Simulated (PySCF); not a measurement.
All values below come from PBE-D3(BJ)/def2-TZVP // PBE0-D3(BJ)/def2-TZVP in PySCF. Gas-phase values, no solvent. One relaxed conformer stands for a flexible species; it need not be the lowest. 

Reference species (SMILES): `B=NC` (neutral, multiplicity 1).

| Quantity | Value |
|---|---|
| HOMO | -6.50 eV |
| LUMO | -0.11 eV |

Changed species: `[H]/N=C\B`.

### Question
What does the change do to the HOMO and LUMO?

### Answer
the HOMO rises by 0.43 eV, to -6.07 eV; the LUMO drops by 3.02 eV, to -3.13 eV.
